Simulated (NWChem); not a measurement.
System meant: TiH3O3Cl; SMILES [OH][Ti]([OH])([OH])[Cl]

NWChem input:

```
start job
memory heap 200 mb stack 900 mb global 1100 mb
geometry units angstroms noautosym nocenter noautoz
  Ti     0.008113    -0.291219    -0.014732
  Cl     0.059631     1.931768    -0.070094
  O      1.135296    -0.874611     1.213534
  H      2.003375    -1.286367     1.160201
  O      0.474793    -0.929015    -1.594226
  H     -0.027325    -1.325609    -2.312840
  O     -1.626428    -0.831523     0.380304
  H     -2.019214    -1.192952     1.180946
end
basis spherical
  * library 6-31g*
end
dft
  xc m06-2x
  iterations 150
end
property
  shielding 4 1 2 3 4
end
task dft property
```

End of the output:

```
 Vector   36  Occ=0.000000D+00  E=-1.423776D-03
              MO Center= -8.5D-03, -1.0D+00,  3.3D-03, r^2= 6.5D+00
   Bfn.  Coefficient  Atom+Function         Bfn.  Coefficient  Atom+Function
  ----- ------------  ---------------      ----- ------------  ---------------
    14      1.062170  1 Ti s                 10      0.542105  1 Ti s
    16     -0.411579  1 Ti py                22      0.400313  1 Ti d  2
    12      0.282762  1 Ti py                27      0.268680  1 Ti d  2
    20      0.230945  1 Ti d  0              58     -0.210359  3 O  s
    74     -0.210337  5 O  s                 90     -0.210377  7 O  s

 center of mass
 --------------
 x =   0.03084239 y =   0.11727401 z =  -0.04448665

 moments of inertia (a.u.)
 ------------------
         895.042762385548          -8.382823163838           0.221143821137
          -8.382823163838         534.094518001989           9.014610393383
           0.221143821137           9.014610393383         895.031968899643

     Multipole analysis of the density
     ---------------------------------

     L   x y z        total         alpha         beta         nuclear
     -   - - -        -----         -----         ----         -------
     0   0 0 0     -0.000000    -33.000000    -33.000000     66.000000

     1   1 0 0     -0.038384     -0.981381     -0.981381      1.924378
     1   0 1 0     -1.666832     -2.295231     -2.295231      2.923629
     1   0 0 1      0.041112      1.428873      1.428873     -2.816635

     2   2 0 0    -31.274404    -89.612028    -89.612028    147.949653
     2   1 1 0     -0.161685     -2.082995     -2.082995      4.004305
     2   1 0 1      0.003963      0.096089      0.096089     -0.188214
     2   0 2 0    -36.198473   -176.468476   -176.468476    316.738479
     2   0 1 1      0.192872      2.266170      2.266170     -4.339468
     2   0 0 2    -31.275060    -89.646136    -89.646136    148.017212

          -----------------------------------------
          Chemical Shielding Tensors (GIAO, in ppm)
          -----------------------------------------

 ------------------------------------------------------------------------
  xm06: d2 not coded                    0
 ------------------------------------------------------------------------
 ------------------------------------------------------------------------
  current input line :
    23: task dft property
 ------------------------------------------------------------------------
 ------------------------------------------------------------------------
 This error has not yet been assigned to a category
 ------------------------------------------------------------------------
 For more information see the NWChem manual at https://nwchemgit.github.io

0: xm06: d2 not coded:Received an Error in Communication
```

### Question
Find the fault in this run and fix the input.

### Answer
The run crashed. Cause: this functional's second derivatives, which shieldings need, aren't coded here; the fix takes a hybrid GGA instead. This input runs:
```
start job
memory heap 200 mb stack 900 mb global 1100 mb
geometry units angstroms noautosym nocenter noautoz
  Ti     0.008113    -0.291219    -0.014732
  Cl     0.059631     1.931768    -0.070094
  O      1.135296    -0.874611     1.213534
  H      2.003375    -1.286367     1.160201
  O      0.474793    -0.929015    -1.594226
  H     -0.027325    -1.325609    -2.312840
  O     -1.626428    -0.831523     0.380304
  H     -2.019214    -1.192952     1.180946
end
basis spherical
  * library 6-31g*
end
dft
  xc pbe0
  iterations 150
end
property
  shielding 4 1 2 3 4
end
task dft property
```
It converges to -1536.68068 Ha (PBE0/6-31G* (spherical d), GIAO).
